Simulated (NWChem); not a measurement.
System: CH$_{5}$BClN; SMILES CNBCl

The following NWChem deck was run.

```
start job
memory heap 200 mb stack 900 mb global 1100 mb
geometry units angstroms noautosym nocenter noautoz
  B      0.555819    -0.121229     0.000000
  Cl    -0.072105    -1.788785     0.000000
  H      1.754815     0.062882     0.000000
  N     -0.337503     0.951315     0.000000
  C      0.006388     2.360678     0.000000
  H     -1.342064     0.751471     0.000000
  H     -0.389396     2.883901     0.897559
  H     -0.389396     2.883901    -0.897559
  H      1.107265     2.470453     0.000000
end
basis spherical
  B library def2-svp
  Cl library def2-svp
  H library def2-svp
  N library def2-svp
  C library def2-svp
end
dft
  xc b3lyp
  iterations 150
  mulliken
end
task dft energy
esp
  recalculate
  probe 0.07
  range 0.3
  factor 1.0
  spacing 0.02
end
task esp
```

NWChem printed, in part:

```
             Northwest Computational Chemistry Package (NWChem) 7.3.0
             --------------------------------------------------------

                             Geometry "geometry" -> ""
                             -------------------------

 Output coordinates in angstroms (scale by  1.889725989 to convert to a.u.)

  No.       Tag          Charge          X              Y              Z
 ---- ---------------- ---------- -------------- -------------- --------------
    1 B                    5.0000     0.55581900    -0.12122900     0.00000000
    2 Cl                  17.0000    -0.07210500    -1.78878500     0.00000000
    3 H                    1.0000     1.75481500     0.06288200     0.00000000
    4 N                    7.0000    -0.33750300     0.95131500     0.00000000
    5 C                    6.0000     0.00638800     2.36067800     0.00000000
    6 H                    1.0000    -1.34206400     0.75147100     0.00000000
    7 H                    1.0000    -0.38939600     2.88390100     0.89755900
    8 H                    1.0000    -0.38939600     2.88390100    -0.89755900
    9 H                    1.0000     1.10726500     2.47045300     0.00000000

 Effective nuclear repulsion energy (a.u.)     138.2900378159

                                 NWChem DFT Module
                                 -----------------

 Summary of "ao basis" -> "ao basis" (spherical)
 ------------------------------------------------------------------------------
       Tag                 Description            Shells   Functions and Types
 ---------------- ------------------------------  ------  ---------------------
 B                          def2-svp                 6       14   3s2p1d
 Cl                         def2-svp                 8       18   4s3p1d
 H                          def2-svp                 3        5   2s1p
 N                          def2-svp                 6       14   3s2p1d
 C                          def2-svp                 6       14   3s2p1d

            General Information
            -------------------
          SCF calculation type: DFT
          Wavefunction type:  closed shell.
          No. of atoms     :     9
          No. of electrons :    40
           Alpha electrons :    20
            Beta electrons :    20
          Charge           :     0
          Spin multiplicity:     1
          Use of symmetry is: off; symmetry adaption is: off
          Maximum number of iterations: 150
          AO basis - number of functions:    85
                     number of shells:    41
          Convergence on energy requested:  1.00D-06
          Convergence on density requested:  1.00D-05
          Convergence on gradient requested:  5.00D-04

              XC Information
              --------------
                         B3LYP Method XC Potential
                     Hartree-Fock (Exact) Exchange  0.200
                        Slater Exchange Functional  0.800 local
                    Becke 1988 Exchange Functional  0.720 non-local
              Lee-Yang-Parr Correlation Functional  0.810
                  VWN I RPA Correlation Functional  0.190 local

             Grid Information
             ----------------
          Grid used for XC integration:  medium
          Radial quadrature: Mura-Knowles
          Angular quadrature: Lebedev.
          Tag              B.-S. Rad. Rad. Pts. Rad. Cut. Ang. Pts.
          ---              ---------- --------- --------- ---------
          B                   0.85       49          10.0       434
          Cl                  1.00       88          12.0       590
          H                   0.35       45          11.0       434
          N                   0.65       49           8.0       434
          C                   0.70       49          10.0       434
          Grid pruning is: on
          Number of quadrature shells:   460
          Spatial weights used:  Erf1

      Superposition of Atomic Density Guess
      -------------------------------------

 Sum of atomic energies:        -578.19290103

      Non-variational initial energy
      ------------------------------

 Total energy =    -580.150066
 1-e energy   =   -1068.173945
 2-e energy   =     349.733841
 HOMO         =      -0.322022
 LUMO         =       0.055307

     ---------------------------------------------
      Total Density - Mulliken Population Analysis
     ---------------------------------------------

    Atom       Charge   Shell Charges
 -----------   ------   -------------------------------------------------------
    1 B    5     4.66   1.99  0.86  0.17  1.20  0.34  0.10
    2 Cl  17    17.30   2.00  1.99  1.22  0.70  5.94  2.16  3.26  0.01
    3 H    1     1.05   0.71  0.33  0.01
    4 N    7     7.46   1.99  1.02  0.39  2.53  1.51  0.01
    5 C    6     6.03   1.99  0.93  0.20  1.92  0.95  0.04
    6 H    1     0.75   0.59  0.12  0.04
    7 H    1     0.91   0.68  0.21  0.02
    8 H    1     0.91   0.68  0.21  0.02
    9 H    1     0.92   0.68  0.21  0.02

   convergence    iter        energy       DeltaE   RMS-Dens  Diis-err
 ---------------- ----- ----------------- --------- --------- ---------
 d= 0,ls=0.0,diis     1   -580.7362201762 -7.19D+02  9.21D-03  3.88D-01
 d= 0,ls=0.0,diis     2   -580.7584489298 -2.22D-02  4.80D-03  2.11D-01
 d= 0,ls=0.0,diis     3   -580.7785968902 -2.01D-02  1.61D-03  5.35D-02
 d= 0,ls=0.0,diis     4   -580.7843567754 -5.76D-03  5.39D-04  3.58D-03
 d= 0,ls=0.0,diis     5   -580.7848152964 -4.59D-04  9.90D-05  8.72D-05
  Resetting Diis
 d= 0,ls=0.0,diis     6   -580.7848260385 -1.07D-05  1.92D-05  3.14D-06
 d= 0,ls=0.0,diis     7   -580.7848263787 -3.40D-07  1.10D-05  3.70D-07
 d= 0,ls=0.0,diis     8   -580.7848263566  2.21D-08  5.95D-06  5.41D-07

         Total DFT energy =     -580.784826356553
      One electron energy =    -1071.753650648678
           Coulomb energy =      399.217038903307
    Exchange-Corr. energy =      -46.538252427110
 Nuclear repulsion energy =      138.290037815928

 Numeric. integr. density =       40.000004626818

                       DFT Final Molecular Orbital Analysis
                       ------------------------------------

 Vector   18  Occ=2.000000D+00  E=-3.334161D-01
              MO Center= -1.6D-02, -9.3D-01, -2.1D-08, r^2= 3.0D+00
   Bfn.  Coefficient  Atom+Function         Bfn.  Coefficient  Atom+Function
  ----- ------------  ---------------      ----- ------------  ---------------
    27      0.500523  2 Cl pz                24      0.389416  2 Cl pz
    21      0.226508  2 Cl pz                 6     -0.210003  1 B  pz
    43     -0.193297  4 N  pz                46      0.133828  4 N  pz
     9      0.127298  1 B  pz                57     -0.111423  5 C  pz
    71     -0.099626  7 H  s                 76      0.099626  8 H  s

 Vector   19  Occ=2.000000D+00  E=-2.938321D-01
              MO Center=  1.3D-01, -1.4D+00,  9.7D-09, r^2= 2.0D+00
   Bfn.  Coefficient  Atom+Function         Bfn.  Coefficient  Atom+Function
  ----- ------------  ---------------      ----- ------------  ---------------
    25      0.567258  2 Cl px                22      0.432072  2 Cl px
    19      0.249429  2 Cl px                34     -0.198273  3 H  s
    33     -0.183412  3 H  s                 26     -0.167841  2 Cl py
     4      0.140624  1 B  px                40      0.139724  4 N  s
    23     -0.119581  2 Cl py                42      0.085086  4 N  py

 Vector   20  Occ=2.000000D+00  E=-2.704840D-01
              MO Center= -2.1D-01,  4.2D-01, -5.5D-09, r^2= 3.3D+00
   Bfn.  Coefficient  Atom+Function         Bfn.  Coefficient  Atom+Function
  ----- ------------  ---------------      ----- ------------  ---------------
    43      0.463991  4 N  pz                46     -0.368968  4 N  pz
    27      0.364195  2 Cl pz                24      0.256459  2 Cl pz
    71      0.164392  7 H  s                 76     -0.164392  8 H  s
     6      0.151191  1 B  pz                21      0.149007  2 Cl pz
    57      0.142540  5 C  pz                72      0.111968  7 H  s

 Vector   21  Occ=0.000000D+00  E= 1.251795D-02
              MO Center=  4.4D-01, -4.3D-02,  5.6D-09, r^2= 2.8D+00
   Bfn.  Coefficient  Atom+Function         Bfn.  Coefficient  Atom+Function
  ----- ------------  ---------------      ----- ------------  ---------------
     9      0.660594  1 B  pz                 6     -0.535242  1 B  pz
    46     -0.382320  4 N  pz                27     -0.329162  2 Cl pz
    43      0.298848  4 N  pz                72      0.173188  7 H  s
    77     -0.173188  8 H  s                 24     -0.154774  2 Cl pz
    21     -0.089807  2 Cl pz                60     -0.089039  5 C  pz

 Vector   22  Occ=0.000000D+00  E= 4.996607D-02
              MO Center= -8.0D-01,  1.8D+00,  2.6D-10, r^2= 5.1D+00
   Bfn.  Coefficient  Atom+Function         Bfn.  Coefficient  Atom+Function
  ----- ------------  ---------------      ----- ------------  ---------------
    54      1.698038  5 C  s                 67     -0.971375  6 H  s
    72     -0.929337  7 H  s                 77     -0.929337  8 H  s
    40      0.758069  4 N  s                 82     -0.469958  9 H  s
    59      0.391128  5 C  py                 3     -0.369462  1 B  s
    34      0.330222  3 H  s                  8     -0.288973  1 B  py

 Vector   23  Occ=0.000000D+00  E= 8.274096D-02
              MO Center= -1.7D-02,  1.7D+00, -1.7D-08, r^2= 6.0D+00
   Bfn.  Coefficient  Atom+Function         Bfn.  Coefficient  Atom+Function
  ----- ------------  ---------------      ----- ------------  ---------------
    54      1.976219  5 C  s                 82     -1.305860  9 H  s
    67      1.024941  6 H  s                 40     -1.011065  4 N  s
    72     -0.640153  7 H  s                 77     -0.640153  8 H  s
     3      0.476494  1 B  s                 34     -0.392674  3 H  s
    58      0.300334  5 C  px                44      0.284038  4 N  px

     ---------------------------------------------
      Total Density - Mulliken Population Analysis
     ---------------------------------------------

    Atom       Charge   Shell Charges
 -----------   ------   -------------------------------------------------------
    1 B    5     5.02   1.99  0.81  0.11  1.58  0.43  0.11
    2 Cl  17    17.13   2.00  1.98  1.27  0.66  5.93  2.18  3.09  0.02
    3 H    1     1.04   0.74  0.29  0.01
    4 N    7     7.11   1.99  0.99  0.36  2.49  1.26  0.02
    5 C    6     5.91   1.98  0.91  0.10  2.10  0.78  0.04
    6 H    1     0.87   0.72  0.11  0.04
    7 H    1     0.97   0.74  0.21  0.02
    8 H    1     0.97   0.74  0.21  0.02
    9 H    1     0.97   0.74  0.20  0.02

     -------------------------------------------
      Total Density - Lowdin Population Analysis
     -------------------------------------------

    Atom       Charge   Shell Charges
 -----------   ------   -------------------------------------------------------
    1 B    5     5.29   1.96  0.54  0.27  1.45  0.79  0.27
    2 Cl  17    16.88   2.00  1.95  1.02  0.74  5.82  2.27  3.05  0.02
    3 H    1     1.05   0.65  0.37  0.03
    4 N    7     6.98   1.97  0.70  0.39  2.28  1.61  0.04
    5 C    6     5.97   1.96  0.57  0.30  1.86  1.17  0.10
    6 H    1     0.91   0.59  0.20  0.12
    7 H    1     0.98   0.65  0.27  0.06
    8 H    1     0.98   0.65  0.27  0.06
    9 H    1     0.96   0.64  0.26  0.06

     Multipole analysis of the density
     ---------------------------------

     L   x y z        total         alpha         beta         nuclear
     -   - - -        -----         -----         ----         -------
     0   0 0 0     -0.000000    -20.000000    -20.000000     40.000000

     1   1 0 0     -0.393288     -0.168621     -0.168621     -0.056047
     1   0 1 0      1.023102      1.588325      1.588325     -2.153549
     1   0 0 1      0.000000      0.000000      0.000000      0.000000

     2   2 0 0    -22.781550    -27.175714    -27.175714     31.569878
     2   1 1 0     -0.304108      1.115587      1.115587     -2.535282
     2   1 0 1     -0.000000     -0.000000     -0.000000      0.000000
     2   0 2 0    -22.811066   -221.288836   -221.288836    419.766606
     2   0 1 1     -0.000000     -0.000000     -0.000000      0.000000
     2   0 0 2    -23.962069    -14.857927    -14.857927      5.753786

                     NWChem Electrostatic Potential Fit Module
                     -----------------------------------------

 Atom parameters

 Number of atoms is                                    9
 Number of basis functions is                         85

 Grid parameters

 Maximum number of grid points is                  37144
 Number of grid points is                          37143
 Grid range                                     0.300000 nm
 Grid spacing                                   0.020000 nm
 Probe radius                                   0.070000 nm
 Atom radius factor                             1.000000

 Atomic radii

    1    0.100000
    5    0.158000
    6    0.147000
    7    0.140000
   17    0.169000
 FASTESP  F
  using M.O. file = ./job.movecs

    Atom              Coordinates                           Charge

                                                  ESP

    1 B     0.055582   -0.012123    0.000000    0.165186
    2 Cl   -0.007211   -0.178879    0.000000   -0.196992
    3 H     0.175482    0.006288    0.000000   -0.053481
    4 N    -0.033750    0.095132    0.000000   -0.301628
    5 C     0.000639    0.236068    0.000000    0.118616
    6 H    -0.134206    0.075147    0.000000    0.238125
    7 H    -0.038940    0.288390    0.089756    0.002075
    8 H    -0.038940    0.288390   -0.089756    0.002313
    9 H     0.110727    0.247045    0.000000    0.025787
                                            ------------
                                                0.000000

 Dipole moment                                  1.141733

 Quadrupole moment Qxx                          3.082067
                   Qyy                         -3.625873
                   Qzz                          0.543806

 RMS deviation kJ/mol                           0.061150

 RRMS %                                        29.802345
```

Level: B3LYP/def2-SVP. All runs use the structure optimised with PBE-D3(BJ)/def2-SVP. B3LYP is NWChem's, with the RPA form of VWN correlation.
